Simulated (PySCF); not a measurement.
C3H11AlS2.
SMILES: `[AlH2-]([S+](C)C)[S]C`

Torsions of this conformer, `[CH3:1][S:2][AlH2-:3][S+:4]([CH3:5])[CH3:6]`: C1–S2–Al3–S4 100°, S2–Al3–S4–C5 -49°.

The closed-shell ground state was solved at several levels (PySCF, density fitting, gas phase, non-relativistic). One conformer (not necessarily the lowest) at the PBE0-D3(BJ)/def2-SVP geometry, without solvent, vibrations or thermal averaging.

| level | basis functions | HOMO (eV) | LUMO (eV) | gap (eV) | dipole (D) |
| --- | --- | --- | --- | --- | --- |
| CAM-B3LYP/def2-SVPD | 226 | -7.68 | 0.74 | 8.42 | 4.37 |
| PBE0/6-31G* | 118 | -6.27 | 0.37 | 6.64 | 4.50 |
| PBE0/pcSseg-1 | 178 | -6.42 | 0.12 | 6.54 | 4.46 |
| LC-wPBE/def2-SVPD | 226 | -9.06 | 1.69 | 10.75 | 4.42 |
| PBE0/aug-cc-pVDZ | 249 | -6.38 | -0.35 | 6.03 | 4.32 |
| PBE0/def2-TZVP | 270 | -6.38 | 0.01 | 6.39 | 4.37 |
| PBE/def2-SVPD | 226 | -5.27 | -0.96 | 4.31 | 4.26 |
| HF/def2-SVPD | 226 | -9.06 | 1.86 | 10.92 | 4.58 |
| PBE0/def2-SVPD | 226 | -6.41 | -0.08 | 6.33 | 4.35 |
| BHandHLYP/def2-SVPD | 226 | -7.42 | 0.59 | 8.01 | 4.41 |
| LDA/def2-SVPD | 226 | -5.38 | -1.09 | 4.29 | 4.19 |
| B3LYP/def2-SVPD | 226 | -6.17 | -0.32 | 5.85 | 4.33 |

Question: Estimate the row for PBE0/def2-SVP, a basis of 151 functions; the other rows only guide the guess.

Answer: HOMO -6.29 eV, LUMO 0.43 eV, gap 6.72 eV, dipole 4.44 D.

Question: Over all these levels, which gives the widest orbital gap and which the narrowest?

Answer: HF/def2-SVPD (Hartree–Fock, all exact exchange) has the widest, 10.92 eV, and LDA/def2-SVPD (LDA) the narrowest, 4.29 eV. The two share the basis. From the narrowest to the widest the HOMO moves by -3.68 eV and the LUMO by +2.95 eV. The HOMO need not be the same orbital at Hartree–Fock and at DFT levels.

Question: How much does the basis alone move the frontier levels among the 6 PBE0 rows (the withheld one included)?

Answer: The HOMO by 0.15 eV and the LUMO by 0.78 eV. By rising basis size (HOMO, LUMO in eV): 6-31G* -6.27, 0.37; def2-SVP -6.29, 0.43; pcSseg-1 -6.42, 0.12; def2-SVPD -6.41, -0.08; aug-cc-pVDZ -6.38, -0.35; def2-TZVP -6.38, 0.01.

Question: In the def2-SVPD basis, how does the gap go with the fixed share of exact exchange?

Answer: LDA (0 %) 4.29 eV; PBE (0 %) 4.31 eV; B3LYP (20 %) 5.85 eV; PBE0 (25 %) 6.33 eV; BHandHLYP (50 %) 8.01 eV; HF (100 %) 10.92 eV. Each rise in the share widens the gap here.

Question: How far do the dipole and the HOMO energy spread over the levels?

Answer: The dipole runs from 4.19 to 4.58 D (mean 4.38 D) and the HOMO from -9.06 to -5.27 eV.
